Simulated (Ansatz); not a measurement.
C3H9ClSi2 (SMILES C[SiH2]/C=C/[SiH2]Cl), singlet, geometry from GFN2-xTB; Ansatz (a program for electronic structure) with SC-NEVPT2/STO-3G, CASSCF(2,2).

The Ansatz input:
Ansatz 0.2 input:
```yaml
crystal:
  periodic: [false, false, false]
  atoms:
    - {symbol: Si, position_ang: [1.91917110, -0.42399430, 0.46059650]}
    - {symbol: Cl, position_ang: [2.81325404, 1.38023242, 0.66806113]}
    - {symbol: C, position_ang: [0.28009251, -0.16573487, -0.42537246]}
    - {symbol: C, position_ang: [-0.85518234, -0.80782197, -0.15385459]}
    - {symbol: Si, position_ang: [-2.50172317, -0.54087242, -1.03644363]}
    - {symbol: C, position_ang: [-3.79001994, 0.01097467, 0.24578649]}
    - {symbol: H, position_ang: [1.71668275, -0.98176324, 1.79598799]}
    - {symbol: H, position_ang: [2.81648709, -1.27213212, -0.32452155]}
    - {symbol: H, position_ang: [0.26558291, 0.56895085, -1.22422540]}
    - {symbol: H, position_ang: [-0.84127103, -1.54164022, 0.64516409]}
    - {symbol: H, position_ang: [-2.91902354, -1.81197888, -1.64587444]}
    - {symbol: H, position_ang: [-2.34232627, 0.48379382, -2.07463610]}
    - {symbol: H, position_ang: [-3.50412953, 0.94662511, 0.71863544]}
    - {symbol: H, position_ang: [-3.90914310, -0.73072713, 1.03085326]}
    - {symbol: H, position_ang: [-4.76179026, 0.15854803, -0.21591957]}
basis:
  gaussian:
    orbitals: STO-3G
magnetization: {spin_polarized: false}
correlation: {method: sc_nevpt2, electrons: all, active_space: {window: {electrons: 2, orbitals: 2}}}
```

It wrote (shortened):

```
Functional definition: HF
622 factors; integrals over basis functions are off by at most 3.9e-5 eV
mean field evaluation 1: about -31109.2270 eV, gradient 1.8e1 eV
mean field evaluation 2: about -31109.3667 eV, gradient 1.8e1 eV
mean field evaluation 4: about -31110.8199 eV, gradient 9.4e-1 eV
mean field evaluation 8: about -31110.8233 eV, gradient 6.1e-6 eV
mean field -31110.82333392 eV, -1143.3016698480 hartree, gradient 2.6e-6 eV, S^2 0.000000; 0 other end points of the search recorded, 0 dependent functions left out; unrestricted orbitals would lower it
reference -31110.82333392 eV, -1143.3016698480 hartree; 36, 36 occupied and 15, 15 virtual orbitals, 622 factors
state -31111.96474384 eV, -1143.3436158891 hartree
state -31111.96474384 eV, -1143.3436158891 hartree; corrected -31118.14021243 eV, -1143.5705601736 hartree
Total energy: -31118.14021243 eV, -1143.5705601736 hartree
```
